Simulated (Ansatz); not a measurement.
Frontier orbitals of C₂H₉BFP.

| atom | x (Å) | y (Å) | z (Å) |
| --- | --- | --- | --- |
| C1 | 1.4101 | -0.9760 | 0.6380 |
| B2 | -0.1339 | -0.7248 | 0.6631 |
| C3 | -0.8569 | 0.3143 | 1.5825 |
| F4 | -0.9058 | -1.5522 | -0.0591 |
| P5 | -0.2613 | 1.0449 | -2.0494 |
| H6 | 1.6732 | -1.5945 | 1.5065 |
| H7 | 1.9843 | -0.0522 | 0.7320 |
| H8 | 1.7373 | -1.5166 | -0.2522 |
| H9 | -0.9318 | -0.1116 | 2.5920 |
| H10 | -1.8730 | 0.5381 | 1.2522 |
| H11 | -0.2950 | 1.2452 | 1.6815 |
| H12 | 0.0537 | 2.1788 | -2.8423 |
| H13 | -1.6428 | 1.0872 | -2.3652 |
| H14 | 0.0419 | 0.1194 | -3.0798 |

Charge 0, multiplicity 1. The bonds changed during the relaxation, so this is another structure than the one it started from. The structure was optimised at the PBE0-D4/def2-TZVP level. It is one conformer, not always the lowest. Basis def2-TZVPP, the Gaussian-basis code of Ansatz.

| functional | HOMO (eV) | LUMO (eV) | gap (eV) |
| --- | --- | --- | --- |
| PBE | -6.77 | -0.86 | 5.91 |
| revPBE | -6.73 | -0.76 | 5.97 |
| PBE0 | -7.94 | 0.15 | 8.09 |
| r2SCANh | -7.46 | -0.13 | 7.33 |
| CAM-B3LYP | -9.28 | 1.29 | 10.57 |
| ωB97M-V | -10.15 | 2.09 | 12.24 |

Against PBE, PBE0 changes HOMO and LUMO by −1.18 and +1.02 eV, ωB97M-V by −3.38 and +2.95 eV. A gap of 5.91 eV thus becomes 12.24 eV for the same molecule, so an orbital gap means little without its functional. A positive LUMO is unbound and depends on the basis.
